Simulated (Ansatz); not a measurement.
Reading a saddle point

A first-order saddle point of SnHCl$_{4}$F, closed shell, PBE0-D4/def2-TZVP, with one imaginary mode of 457i cm⁻¹:

```xyz
7
angstrom
Sn -0.5389 -0.0380 -0.1642
Cl 1.6405 -1.0814 0.9446
Cl -0.4927 -1.6789 -1.7552
Cl -1.6742 -0.3965 1.7878
Cl -1.7412 1.6441 -1.1697
H 1.7061 0.3290 0.4431
F 1.1003 1.2215 -0.0864
```

Ansatz 0.2.0; basis: def2-TZVPP and def2-QZVPP; cores frozen in the correlated methods. Filled d shells of the heavier atoms are correlated. Core potentials replace the inner electrons of the atoms past krypton. The def2 sets are not built for correlating such inner shells, so the correlated values are less sure here. Extrapolation: Hartree–Fock as exp(−7.88 √X), correlation as X^−2.97.

(1) Which contacts change along the imaginary mode, and what lies on either side? (Judge from chemistry; the calculation decides.)

(2) Which side is lower, and how far does the saddle lie above each? (Judge from chemistry; the value comes from the calculation.)

No T1 diagnostic of these runs exceeds 0.012.

Results:

(1) Computed: The step is SnCl₄ ([Cl][Sn]([Cl])([Cl])[Cl]) + HF → SnCl₃F ([F][Sn]([Cl])([Cl])[Cl]) + HCl, with the molecules in contact on both sides. Shortening one way: Sn1–F7, Cl2–H6; lengthening the same way: Sn1–Cl2, H6–F7.
| pair | one side (Å) | saddle (Å) | other side (Å) |
| --- | --- | --- | --- |
| Sn1–F7 | 3.14 | 2.07 | 1.91 |
| Cl2–H6 | 2.47 | 1.50 | 1.29 |
| Sn1–Cl2 | 2.31 | 2.66 | 3.84 |
| H6–F7 | 0.93 | 1.20 | 2.07 |

(2) By the calculation: The side with Sn1–Cl2, H6–F7 short is lower by 0.355 eV; the saddle lies 0.912 eV above it and 0.557 eV above the other (CCSD(T) at an estimated basis limit (MP2 extrapolated from triple and quadruple zeta, plus CCSD(T) − MP2 in triple zeta); electronic energies).

Labels in which every atom is bracketed show which atoms are joined, not bond orders.

For scale, one of the runs: CCSD(T)/def2-TZVPP, 263 basis functions, launched by `ansatz run in.yaml --threads 8 --pin off --events-out ev --progress --plain --max-ram 19148MiB`. The run took 4.5 min on 8 CPU threads of an Intel Xeon (shared host), with 6.6 GiB of host memory at its peak.
